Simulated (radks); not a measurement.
Values are calculated unless marked as measured or tabulated.
Question: These are the eigenvalues of the occupied orbitals of an atom or ion with whole-number occupations (hartree). Level of theory: Dirac Kohn-Sham, PBE, spin-unpolarised, spherical densities, finite nucleus; Fermi nuclear charge, rms radius of each element as measured or else 0.836 A^(1/3) + 0.57 fm (a radial shooting solver on a logarithmic mesh with Libxc functionals).

| orbital | eigenvalue |
|---|---|
| 1s1/2 | -1021.857 |
| 2s1/2 | -155.1801 |
| 2p1/2 | -144.8926 |
| 2p3/2 | -137.1430 |
| 3s1/2 | -31.53783 |
| 3p1/2 | -27.38659 |
| 3p3/2 | -25.98556 |
| 3d3/2 | -18.64619 |
| 3d5/2 | -18.35899 |
| 4s1/2 | -6.89116 |
| 4p1/2 | -5.51764 |
| 4p3/2 | -5.26348 |
| 4d3/2 | -3.08955 |
| 4d5/2 | -3.05232 |

Which element is it, and in what charge state? The configuration may be excited. Open shells, if any, are shared by 2j + 1.

Answer: Z = 49, indium, charge +5: In5+ in [Kr] 4d8. The list shows which subshells hold electrons but not how many an open one holds; the 1s level, -1021.9 hartree, gives Z - s = 45.2 by -(Z - s)^2/2, which with screening and relativity narrows Z to a few neighbours, and the depths of the outer levels then fix element, charge and occupations together.
